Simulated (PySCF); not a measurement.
An excited-state job on `C(=C)[O][AlH][F]`.

Computed with TDDFT CAM-B3LYP/def2-SVPD, vertical, gas phase, core orbitals frozen in the response (PySCF 2.14.0, density-fitted response routines). Geometry: GFN2-xTB. The input is one job of a driver script: a line of settings, then coordinates in Å.

Command:
```bash
OMP_NUM_THREADS=1 python probes_run.py task.json out
```

Input:
```
{"job": {"kind": "uv", "xc": "CAM-B3LYP", "basis": "def2-SVPD", "nstates": 8, "ntriplets": 3}, "charge": 0, "multiplicity": 1}
C     -1.694826    -0.154544     0.644402
C     -0.763350    -0.718702    -0.101092
O      0.475436    -0.207482    -0.269357
Al     1.890945     0.612878    -0.471419
F      3.333874     0.024141     0.060895
H     -1.507063     0.767829     1.167120
H     -2.664371    -0.602921     0.750701
H     -0.930675    -1.647157    -0.635927
H      1.873591     1.931953    -1.170503
```

Output:
```
coarse grid: 8448 points
cycle   1  E = -495.6540213278  dE =  4.614e-01  |g| = 8.405e-01  |ddm| = 4.523e+00
cycle   2  E = -495.5588807732  dE =  9.514e-02  |g| = 1.164e+00  |ddm| = 2.104e+00
cycle   3  E = -495.7873425798  dE = -2.285e-01  |g| = 7.127e-02  |ddm| = 9.827e-01
cycle   4  E = -495.7880974639  dE = -7.549e-04  |g| = 4.502e-02  |ddm| = 1.314e-01
cycle   5  E = -495.7885946706  dE = -4.972e-04  |g| = 9.223e-03  |ddm| = 5.496e-02
cycle   6  E = -495.7886112877  dE = -1.662e-05  |g| = 3.524e-03  |ddm| = 1.424e-02
cycle   7  E = -495.7886136151  dE = -2.327e-06  |g| = 7.352e-04  |ddm| = 3.816e-03
final grid: 78608 points
cycle   8  E = -495.8687284191  dE = -2.062e-05  |g| = 3.296e-03  |ddm| = 4.383e-02
cycle   9  E = -495.8687276585  dE =  7.606e-07  |g| = 4.125e-03  |ddm| = 6.896e-03
cycle  10  E = -495.8687304260  dE = -2.767e-06  |g| = 2.640e-04  |ddm| = 3.300e-03
cycle  11  E = -495.8687304403  dE = -1.426e-08  |g| = 1.258e-04  |ddm| = 4.770e-04
cycle  12  E = -495.8687304440  dE = -3.776e-09  |g| = 3.044e-05  |ddm| = 1.999e-04
cycle  13  E = -495.8687304442  dE = -1.637e-10  |g| = 1.383e-05  |ddm| = 3.802e-05
converged SCF energy = -495.8687304442

Static polarisability (au): isotropic 51.587, principal 40.911 47.343 66.508

Singlet excitations
state   eV       nm        f      main configurations
  1   5.8780    210.9   0.02561   H->L 0.84, H->L+1 0.11
  2   6.0740    204.1   0.00552   H->L+1 0.78, H->L 0.11
  3   6.9462    178.5   0.20894   H->L+2 0.88
  4   7.2324    171.4   0.19467   H->L+3 0.56, H->L+4 0.28
  5   7.5933    163.3   0.02889   H->L+5 0.56, H-1->L 0.29
  6   7.7290    160.4   0.00650   H->L+5 0.30, H-1->L 0.21, H-1->L+1 0.20
  7   7.8771    157.4   0.04810   H-1->L+1 0.47, H-1->L 0.28
  8   7.9951    155.1   0.00325   H->L+6 0.59, H->L+3 0.17

Triplet excitations (Tamm-Dancoff, eV): 4.3207 5.8173 5.9496
```

The SCF starts on a coarse grid where the log names one; the energy can jump when the final grid takes over, and dE then counts from the start density on the new grid. H and L stand for HOMO and LUMO; the number after each pair is its weight.

Question: Give the mean polarisability as a volume in Å³, and the ratio of the largest to the smallest principal value.

Answer: 51.587 au × 0.148185 = 7.64 Å³; 66.508/40.911 = 1.63.

Summary of the converged run: HOMO -8.47 eV, LUMO 0.26 eV; lowest singlet 5.88 eV; lowest triplet 4.32 eV (Tamm–Dancoff); mean polarisability 51.6 au.

Question: Estimate the wall time. Hardware: one thread of an Arm Neoverse N1, shared host with 64 logical CPUs at a one-minute load of 61. And the peak memory of the process?

Answer: About 24 s, with 0.58 GiB resident at the peak, the Python interpreter and its libraries included.
Labels such as C1 count atoms from 1, the log's own numbers from 0.
